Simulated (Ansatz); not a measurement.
Species: NbOF2, charge 0, multiplicity 2. SMILES: [O]=[Nb]([F])[F]
Coordinates optimised at B3LYP-D3(BJ)/def2-TZVP (Ansatz, a first-principles code):
```
Nb
O 1 1.6988
F 1 1.8876 2 114.23
F 1 1.8876 2 114.23 3 -160.61
```
Charge 0, spin multiplicity 2.

Property: vertical electron affinity to the singlet, in eV. Terms: dispersion terms only where a functional's name holds one; frozen cores in correlated levels (noble-gas shells and the d and f shells of earlier blocks); no spin-orbit coupling; each state is the SCF solution reached for its charge and spin; open shells spin-unrestricted; def2 sets with scalar-relativistic core potentials past Kr; six Cartesian d functions in 6-31G* and its kin unless marked 5d; STO-3G and 3-21G all-electron and non-relativistic; LANL2DZ with its own core potentials from Na on. First-principles rows: single points at B3LYP-D3(BJ) geometries (Ansatz). A UHF reference is markedly spin-contaminated in at least one set, which strains HF and MP2.

```json
[
 {"level": "HF/6-31G* with LANL2DZ past Ar", "program": "Ansatz", "vertical electron affinity to the singlet (eV)": "0.64"},
 {"level": "PBE/6-31G* with LANL2DZ past Ar", "program": "Ansatz", "vertical electron affinity to the singlet (eV)": "1.24"},
 {"level": "B3LYP/STO-3G", "program": "Ansatz", "vertical electron affinity to the singlet (eV)": "-3.51"},
 {"level": "B3LYP/3-21G", "program": "Ansatz", "vertical electron affinity to the singlet (eV)": "0.89"},
 {"level": "B3LYP/6-31G* with LANL2DZ past Ar", "program": "Ansatz", "vertical electron affinity to the singlet (eV)": "1.46"},
 {"level": "MP2/6-31G* with LANL2DZ past Ar", "program": "Ansatz", "vertical electron affinity to the singlet (eV)": "0.76"},
 {"level": "PBE0/def2-TZVPD", "program": "Ansatz", "vertical electron affinity to the singlet (eV)": "1.37"},
 {"level": "wB97M-V/def2-TZVPD", "program": "Ansatz", "vertical electron affinity to the singlet (eV)": "1.51"},
 {"level": "wB97X-V/def2-TZVPD", "program": "Ansatz", "vertical electron affinity to the singlet (eV)": "1.41"}
]
```

No value to compare with is used here. The 6 habitual levels span -3.51 (B3LYP/STO-3G) to 1.46 eV (B3LYP/6-31G* with LANL2DZ past Ar); PBE0/def2-TZVPD gives 1.37.

The levels are drawn from those run, B3LYP/6-31G* more often than the rest, none by its result; left out are runs that failed, that the program found above a lower state of the same kind, or whose <S^2> lies over 0.5 above the pure value.
